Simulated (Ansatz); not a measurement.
Ideal-gas functions of F2GeHSe (`[F][Ge]([F])[SeH]`) radical at 600 K and 1 bar, from an Ansatz frequency run at PBE0-D4/def2-TZVP.

Molar mass 190.57 g/mol, point group C1 (symmetry number 1), electronic degeneracy 2, moments of inertia 90.104, 338.604, 392.82 u Å². Harmonic wavenumbers (cm⁻¹, unscaled): 99, 157, 168, 230, 277, 633, 688, 700, 2441.

Use S(trans) = R[1.5 ln M + 2.5 ln T − 1.1517]; rotational temperatures θ = 24.2544 K / I; S(rot) = R[ln(√π/σ · √(T³/θAθBθC)) + 1.5]; for each mode x = 1.438777 ν̃/T, S = R[x/(eˣ − 1) − ln(1 − e⁻ˣ)] and H = RT x/(eˣ − 1); 1 cm⁻¹ = 0.0119627 kJ/mol; R = 8.31446 J/(mol·K).

Q: By hand: the entropy, in J/(mol·K).

A: Translation 188.9. Rotation: θ = 0.2692, 0.0716, 0.0617 K, giving 125.0. Vibration, mode by mode: 20.29, 16.49, 15.93, 13.37, 11.87, 5.60, 5.03, 4.92, 0.16, in all 93.7. Electronic 5.8. Sum 413.4 J/(mol·K).

Q: By hand: H − E and G − E in kJ/mol, counted from the electronic energy.

A: Zero-point energy ½ × 5393 × 0.0119627 = 32.3; thermal vibration 25.9; translation, rotation and pV give 4 RT = 20.0. H − E = 78.2 kJ/mol, and G − E = 78.2 − 600 × 413.4/1000 = -169.8 kJ/mol.

Vibration gives 23 % of the entropy, 20.3 J/(mol·K) of it from the mode under 150 cm⁻¹: soft modes count most, and the harmonic formula is weakest for them. The sum counts one conformer and one mirror image; others add a mixing term.
